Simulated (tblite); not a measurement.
Compound: C6H9O (doublet state).
Cartesian coordinates in Å at the GFN2-xTB level; atoms count from 1:
```xyz
16
C6H9O angstrom
C      2.3164    0.4317   -0.1504
C      1.3577   -0.7408   -0.3678
C     -0.0577   -0.3246   -0.1477
C     -0.8683   -0.4983    0.9077
C     -2.1910    0.1483    0.6239
C     -1.9058    0.7251   -0.7167
O     -0.6602    0.3775   -1.1458
H      2.2347    0.8024    0.8687
H      2.0790    1.2428   -0.8344
H      3.3422    0.1172   -0.3259
H      1.5973   -1.5512    0.3216
H      1.4626   -1.1068   -1.3912
H     -0.6344   -1.0194    1.8136
H     -3.0254   -0.5735    0.6206
H     -2.4580    0.9120    1.3708
H     -2.5967    1.0668   -1.4586
```

Computed with GFN2-xTB (tblite): harmonic, unscaled wavenumbers at the GFN2-xTB geometry, gas phase. Errors from tens to a few hundred cm⁻¹ against measured bands are possible. One conformer, not necessarily the lowest. Open shells enter through the occupations alone, without spin polarisation, and single modes of such species can be off by tens of per cent.

Harmonic wavenumbers (cm⁻¹): 38.0, 141.3, 198.8, 275.3, 306.0, 323.3, 351.2, 582.5, 652.1, 727.0, 762.5, 811.4, 911.9, 924.3, 991.0, 1011.0, 1025.1, 1043.1, 1069.3, 1083.0, 1127.1, 1177.2, 1224.2, 1258.0, 1267.8, 1295.2, 1324.0, 1405.7, 1449.1, 1462.9, 1496.5, 1501.6, 1641.2, 2761.4, 2845.1, 2980.8, 2998.2, 3038.3, 3040.3, 3045.4, 3174.4, 3176.1.

A = 6257, B = 1884, C = 1634 MHz; mass 97.065 u (most abundant isotopes); point group C1, symmetry number 1; spin multiplicity 2.

**Question.** What is the zero-point energy?

**Answer.** ½Σν̃ = 28959 cm⁻¹ = 346.43 kJ/mol.

**Question.** What is S at 350 K and 1 bar for an ideal gas of classical rigid rotors and harmonic oscillators?

**Answer.** Translation 169.25, rotation 115.87, vibration 92.38, spin (R ln 2) 5.76: S = 383.3 J/(mol K).

**Question.** And Cp and H(350 K) − H(0)?

**Answer.** Cp = 140.59 J/(mol K), of which vibrations give 107.33 (their classical limit is 42 R = 349.2); H(350 K) − H(0) = 29.06 kJ/mol without the zero-point energy, 17.42 from vibrations.

**Question.** Which modes carry the vibrational entropy at 350 K?

**Answer.** 38.0 cm⁻¹: 23.76; 141.3 cm⁻¹: 12.95; 198.8 cm⁻¹: 10.22; 275.3 cm⁻¹: 7.72; 306.0 cm⁻¹: 6.93; 323.3 cm⁻¹: 6.54 J/(mol K); the other 36 give 24.27 together.

**Question.** Blend soft modes into free rotors: weight 1/[1 + (100 cm⁻¹/ν̃)⁴] for the oscillator and the rest for a rotor with moment μB/(μ + B), μ = h/(8π²ν), B = 10⁻⁴⁴ kg m². What vibrational entropy results?

**Answer.** 85.06 J/(mol K) in place of 92.38, which changes −T·S at 350 K by +2.56 kJ/mol.

**Question.** How do the functions run with temperature in this model?

**Answer.** 
```tsv
T (K)	S (J/(mol K))	Cp (J/(mol K))	H − H(0) (kJ/mol)	G − H(0) (kJ/mol)	ln q(vib)
150	297.5	74.3	7.88	-36.74	1.86
250	342.3	105.0	16.79	-68.79	3.46
298.15	362.3	121.9	22.25	-85.76	4.25
400	403.2	158.0	36.52	-124.75	5.99
600	478.8	215.5	74.22	-213.07	9.57
900	577.5	270.4	147.81	-371.96	14.94
```

q(vib) and H(0) count from the zero-point level.

**Question.** What must be added to the electronic energy to get the Gibbs energy at 350 K and 1 bar?

**Answer.** ZPE + [H(350 K) − H(0)] − T·S = 346.43 + 29.06 − 134.14 = 241.35 kJ/mol.

Hindered rotation and anharmonicity are outside this model. Other conformers, if any are populated, would add a mixing term that is left out. The structure is chiral; the term R ln 2 for an equal mix with its mirror image is left out.

Time: 0.35 s. Hardware: one thread of an Arm Neoverse V2, on a shared host. The figure is for the frequency step alone.
